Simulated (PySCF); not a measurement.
Gas-phase reaction: 4 GeH₃ + N₂ + 2 H₂O = 4 GeH₄ + 2 NO

Method: PySCF energies plus ideal-gas RRHO corrections (1 bar). † marks an energy on the PBE0/def2-TZVP geometry and frequencies. Open shells (unrestricted): GeH₃ (multiplicity 2), NO (multiplicity 2); the rest are closed-shell singlets. Spin-orbit splitting is ignored; it lowers the true energy and changes the entropy of NO. Ge: all electrons, no relativistic terms. GeH₃: computed as isolated molecules; such fragments, hydroxides, amides, oligomers or adducts are transient or little studied in the gas.

PBE0/def2-SVP† gives ΔH°(298 K) = 20 kJ.

Q: What do BLYP/def2-TZVP†, PBE/def2-TZVP†, r2SCAN/def2-TZVP† give?

A: BLYP/def2-TZVP†: 61 kJ; PBE/def2-TZVP†: 58 kJ; r2SCAN/def2-TZVP†: 77 kJ. For scale, ΔH°(298 K) is 20 kJ at this level, 77 kJ at ωB97M-V/def2-TZVP†, and runs from -6 to 151 kJ over the 20 levels computed.
